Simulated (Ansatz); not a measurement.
Cost and result for the atomization energy of `B1C[SiH2]B[SiH2]1` (13 atoms, 13 bonds).

Z-matrix (Å, degrees):
```
C
Si 1 1.901
B 1 1.554 2 111.6
H 1 1.092 2 116.8 3 -138.6
H 1 1.109 2 100.6 3 106.4
B 2 2.024 1 101.6 3 -35.9
H 2 1.491 1 111.2 3 -161.8
H 2 1.494 1 110.6 3 79.0
Si 3 2.028 1 112.1 2 23.3
H 3 1.198 1 122.3 2 -151.7
H 6 1.192 2 127.9 1 -149.8
H 9 1.489 3 122.1 1 141.9
H 9 1.510 3 99.8 1 -100.0
```

Total charge 0; spin multiplicity 1. The geometry is a stationary point of PBE0-D4/def2-TZVP. Program: Ansatz. All runs use 4 threads of an Arm Neoverse V1 on a shared host. Times are those of one run each, without the atoms' runs, and a repeat can differ threefold. Electronic energies, without spin–orbit coupling; frozen cores. CCSD(T)/CBS adds CCSD(T) − MP2 in def2-TZVPP to the MP2 limit, and its time is that of the two runs behind it. T1 = 0.015. B3LYP takes the VWN-RPA correlation (the form of Gaussian; ORCA's B3LYP/G).

CCSD(T)/CBS is a level of theory with its own doubt, some kJ/mol a heavy atom from the limit and from the frozen cores, so smaller differences don't rank the functionals.

```
                             level  functions  wall time  atomization (kJ/mol)  difference from CCSD(T)/CBS  per bond
   PBE-D4/def2-TZVPP (with forces)        289      3.4 s                4419.0                         56.6       4.3
                PBE0-D4/def2-TZVPP        289      3.9 s                4401.0                         38.6       3.0
r2SCAN-D4/def2-TZVPP (with forces)        289      6.5 s                4417.2                         54.8       4.2
 B3LYP-D4/def2-TZVPP (with forces)        289      6.5 s                4388.2                         25.8       2.0
                 B2PLYP/def2-TZVPP        289        8 s                4324.3                        -38.1      -2.9
                ωB97X-V/def2-TZVPP        289       11 s                4416.1                         53.7       4.1
  ωB97M-V/def2-TZVPP (with forces)        289       16 s                4395.3                         32.9       2.5
                    MP2/def2-QZVPP        551       31 s                4341.2                        -21.2      -1.6
                CCSD(T)/def2-TZVPP        289    2.8 min                4264.0                        -98.4      -7.6
                 CCSD(T)/CBS(def2)          –    3.4 min                4362.4                          0.0       0.0
```

In def2-TZVPP, CCSD(T) changes the Hartree–Fock value by +878.6 kJ/mol (the triples alone add +48.8 kJ/mol) and MP2 by +897.8 kJ/mol; breaking electron pairs costs correlation energy, which Hartree–Fock lacks. The D4 term adds +53.8 kJ/mol with B3LYP and +28.1 kJ/mol with PBE0; it sums over pairs of atoms, weighted by their polarisabilities, and B3LYP, whose exchange is more repulsive, gets the larger term. From PBE to PBE0 (25 % exact exchange), in def2-TZVPP and without D4, the atomization energy moves by −13.1 kJ/mol: exact exchange takes away binding that semilocal exchange gives to molecules.
